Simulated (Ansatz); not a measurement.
Cost and result for the atomization energy of C$_{2}$H$_{3}$Ga (`[CH]1=[CH][GaH]1`) (6 atoms, 6 bonds).

```xyz
6

C    -0.059    0.876    0.103
C     0.819   -0.137    0.304
Ga   -0.800   -0.778   -0.427
H     0.029    1.945    0.291
H     1.832   -0.135    0.704
H    -1.822   -1.772   -0.973
```

Charge 0, multiplicity 1. Correlated methods include outer-core shells of Ga, which these sets cover unevenly. Scalar relativity is left out up to krypton. All single points use the PBE0-D4/def2-TZVP geometry. Program: Ansatz. All runs use 2 threads of an Arm Neoverse V1 on a shared host. Times are those of one run each, without the atoms' runs, and a repeat can differ threefold. Electronic energies, without spin–orbit coupling; frozen cores. CCSD(T)/CBS adds CCSD(T) − MP2 in def2-TZVPP to the MP2 limit, and its time is that of the two runs behind it. T1 = 0.014. With those shells the extrapolation isn't a true limit.

CCSD(T)/CBS is a level of theory with its own doubt, some kJ/mol a heavy atom from the limit and from the frozen cores, so smaller differences don't rank the functionals.

```json
{"level": "revPBE-D4/def2-TZVPP", "functions": "152", "wall time": "1.4 s"}
{"level": "BLYP-D4/def2-TZVPP", "functions": "152", "wall time": "1.6 s"}
{"level": "CCSD(T)/def2-SVP", "functions": "75", "wall time": "1.8 s"}
{"level": "PBE-D4/def2-TZVPP (with forces)", "functions": "152", "wall time": "1.9 s"}
{"level": "PBE0-D4/def2-TZVPP", "functions": "152", "wall time": "2.1 s"}
{"level": "BHLYP-D4/def2-TZVPP", "functions": "152", "wall time": "2.3 s"}
{"level": "CAM-B3LYP-D4/def2-TZVPP", "functions": "152", "wall time": "2.5 s"}
{"level": "r2SCANh-D4/def2-TZVPP", "functions": "152", "wall time": "4.1 s"}
{"level": "B97M-V/def2-TZVPP", "functions": "152", "wall time": "7.5 s"}
{"level": "ωB97M-V/def2-TZVPP (with forces)", "functions": "152", "wall time": "8 s"}
{"level": "MP2/def2-QZVPP", "functions": "293", "wall time": "12 s"}
{"level": "CCSD(T)/def2-TZVPP", "functions": "152", "wall time": "22 s"}
{"level": "CCSD(T)/CBS(def2)", "functions": "–", "wall time": "34 s"}
```

Question: What atomization energy does each give, and how far from CCSD(T)/CBS? (Estimate.)

Answer: Ansatz gave: 
| level | atomization (kJ/mol) | difference from CCSD(T)/CBS | per bond |
| --- | --- | --- | --- |
| revPBE-D4/def2-TZVPP | 2031.7 | -7.8 | -1.3 |
| BLYP-D4/def2-TZVPP | 2013.9 | -25.6 | -4.3 |
| CCSD(T)/def2-SVP | 1943.2 | -96.3 | -16.1 |
| PBE-D4/def2-TZVPP (with forces) | 2090.5 | 51.0 | 8.5 |
| PBE0-D4/def2-TZVPP | 2050.4 | 10.9 | 1.8 |
| BHLYP-D4/def2-TZVPP | 1953.2 | -86.3 | -14.4 |
| CAM-B3LYP-D4/def2-TZVPP | 2028.2 | -11.3 | -1.9 |
| r2SCANh-D4/def2-TZVPP | 2037.4 | -2.1 | -0.4 |
| B97M-V/def2-TZVPP | 2052.5 | 13.0 | 2.2 |
| ωB97M-V/def2-TZVPP (with forces) | 2033.9 | -5.6 | -0.9 |
| MP2/def2-QZVPP | 2067.6 | 28.1 | 4.7 |
| CCSD(T)/def2-TZVPP | 1996.4 | -43.1 | -7.2 |
| CCSD(T)/CBS(def2) | 2039.5 | 0.0 | 0.0 |

At CCSD(T), def2-SVP lies −96.4 kJ/mol from the extrapolated value and def2-TZVPP −43.1 kJ/mol: correlation converges slowly with the basis, and small sets miss more of it in the bonded molecule than in its fragments. From r2SCAN to r2SCAN0 (25 % exact exchange), in def2-TZVPP and without D4, the atomization energy moves by −37.7 kJ/mol: exact exchange takes away binding that semilocal exchange gives to molecules. The D4 term adds +16.5 kJ/mol with B3LYP and +8.3 kJ/mol with PBE0; it sums over pairs of atoms, weighted by their polarisabilities, and B3LYP, whose exchange is more repulsive, gets the larger term.

B3LYP here is the variant with VWN-RPA as its local correlation; programs differ in this.
